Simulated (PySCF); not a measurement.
**Exercise with solution: oscillator strength and radiative lifetime**

1-bromo-1,1-dichloroethane (C₂H₃BrCl₂), SMILES CC(Cl)(Cl)Br.

Coordinates come from a B3LYP-D3(BJ)/def2-SVP optimisation.

TDDFT-PBE/def2-SVPD run with PySCF 2.14.0 puts the first singlet state with f over 0.02 at 6.28 eV (vertical), with the transition dipole (-0.653, 0.005, 0.000) in atomic units.

Question: Find the oscillator strength, the wavelength and the radiative lifetime that this transition would have in vacuum if emission retraced absorption.

Answer: 
|μ|² = 0.4264 au, so |μ| = 1.66 D. ΔE = 6.28/27.211 = 0.2308 hartree. f = (2/3) ΔE |μ|² = 0.066 (the program prints 0.066).
λ = 1239.84/6.28 = 197 nm; ν = 50652 cm⁻¹.
Einstein's coefficient A = 0.6670 ν² f s⁻¹ (ν in cm⁻¹) = 1.1e8 s⁻¹, so τ = 1/A = 8.9 ns. This state is S10; the lower singlets have f = 0.002, 0.010, 0.005, 0.014, 0.005, 0.002, 0.001, 0.000, 0.001. The figure is the radiative limit of this one transition; relaxation, internal conversion, crossing to triplets and a medium change what is measured.
